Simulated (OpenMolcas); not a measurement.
Au6+ in a point-charge field

Au6+ among 5 point charges of -1.5 e arranged as a trigonal bipyramid (D3h), 1.96 Å from the ion, with the axial distance 2.078 Å.
```
   1.9600    0.0000    0.0000  -1.50
  -0.9800    1.6974    0.0000  -1.50
  -0.9800   -1.6974    0.0000  -1.50
   0.0000    0.0000    2.0776  -1.50
   0.0000    0.0000   -2.0776  -1.50
```

```json
{
 "Program": "OpenMolcas",
 "Method": "CASSCF",
 "Basis": "ANO-RCC-VDZP [7s6p4d2f]",
 "Scalar Hamiltonian": "DKH2, point nucleus",
 "Active space": "5 electrons in 5 orbitals (5d)",
 "State averaging": "2S+1 = 6 even, 1 root; 2S+1 = 4 even, 24 roots; 2S+1 = 2 even, 75 roots",
 "Spin-orbit coupling": "state interaction with AMFI integrals over the reference wave functions"
}
```

The lowest spin-free states (labels of D3, the rotations of D3h), above the lowest:

```csv
State,Degeneracy,E (cm-1),Free-ion L (%)
6A1,1,0.0,S (100)
4E,2,30711,G (84)
4E,2,31880,G (99)
4A2,1,32028,G (100)
4A1,1,32042,G (100)
4A1,1,32084,G (100)
4E,2,32112,G (100)
4A2,1,37647,P (100)
4E,2,38416,P (56)
4E,2,38914,D (98)
4A1,1,39413,D (100)
4E,2,39571,D (66)
2E,2,44971,I (91)
2E,2,45029,I (89)
2A1,1,45403,I (92)
2A2,1,45415,I (92)
2E,2,45570,I (95)
2A1,1,45993,I (100)
2E,2,46055,I (99)
2S+1 = 2,2,46106,I (100)
```

The lowest levels with spin-orbit coupling:

| E (cm-1) | Degeneracy | Label | 2S+1 | g |
| --- | --- | --- | --- | --- |
| 0.0 | 2 | E1/2 | 6 (79 %) | 0.00 0.00 9.51 |
| 16.7 | 2 | E3/2 | 6 (79 %) | 0.00 0.00 5.69 |
| 170.2 | 2 | E1/2 | 6 (80 %) | 1.91 5.72 5.72 |
| 21052 | 2 | E3/2 | 4 (50 %) | 0.00 0.00 3.26 |
| 22036 | 2 | E1/2 | 4 (53 %) | 0.00 0.00 5.32 |
| 23324 | 2 | E1/2 | 4 (55 %) | 1.35 3.04 3.04 |
| 30587 | 2 | E1/2 | 4 (85 %) | 0.39 0.39 8.18 |
| 30600 | 2 | E1/2 | 4 (85 %) | 0.39 0.39 5.86 |
| 30707 | 2 | E3/2 | 4 (86 %) | 0.00 0.00 2.76 |
| 30797 | 2 | E1/2 | 4 (84 %) | 0.52 3.62 3.62 |
| 31688 | 2 | E1/2 | 4 (81 %) | 1.34 4.90 4.90 |
| 31747 | 2 | E3/2 | 4 (83 %) | 0.00 0.00 3.84 |
| 32381 | 2 | E1/2 | 4 (67 %) | 0.00 0.00 13.18 |
| 32467 | 2 | E1/2 | 4 (78 %) | 0.01 0.01 5.93 |
| 32893 | 2 | E3/2 | 4 (71 %) | 0.00 0.00 11.06 |
| 32971 | 2 | E1/2 | 4 (73 %) | 0.03 0.03 8.68 |
| 33100 | 2 | E3/2 | 4 (78 %) | 0.00 0.00 3.91 |
| 33592 | 2 | E1/2 | 4 (79 %) | 0.83 2.67 2.67 |
| 33729 | 2 | E1/2 | 4 (79 %) | 0.02 0.02 4.94 |
| 34322 | 2 | E1/2 | 4 (89 %) | 0.04 0.04 7.43 |

Powder χT (cm3 K/mol): 3.01 at 2 K, 3.47 at 10 K, 3.54 at 50 K, 3.72 at 100 K, 3.87 at 200 K, 3.91 at 300 K. The effective moment at 300 K is 2.828 √(χT) = 5.59 μB.

Without dynamic correlation the repulsion within the d shell is too large (B by tens of per cent), so at a given field states of lower spin stand too high. Point charges give a weaker field than real ligands, and real ions of this kind are as a rule low spin; the high spin found here belongs to the model. This is an electrostatic model: the charges have no orbitals. No measured value stands beside these numbers.

The RASSCF and RASSI steps took 25 s on 1 thread of Arm Neoverse V2 (shared host); the integral step is not counted.
